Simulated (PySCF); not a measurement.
MnI2, SMILES [Mn]([I])[I] (connectivity only; charge and spin as stated), neutral, multiplicity 6. Atoms are numbered in the order given.

```xyz
3

Mn     0.0000     0.0000     0.0000
I      0.0000     0.0000    -2.5188
I      0.0000     0.0000     2.5188
```
Charge 0, spin multiplicity 6.

Geometry optimised at PBE-D3(BJ)/def2-SVP. The multiplicity is an assumed one; other spin states were not compared. The def2 effective core potentials stand for the cores of I; spin–orbit coupling is left out.

All values below come from PBE-D3(BJ)/def2-SVP (PySCF).

Frequencies are harmonic and unscaled.

Modes within 1.5 cm⁻¹ of each other (mostly degenerate sets) share a row, with their intensities summed.

```csv
mode,ν (cm⁻¹),IR (km/mol),moving atoms (share of kinetic energy)
1–2,43,15.3,"Mn 82 %, I 18 %"
3,145,0.0,I 100 %
4,335,101.3,"Mn 82 %, I 18 %"
```
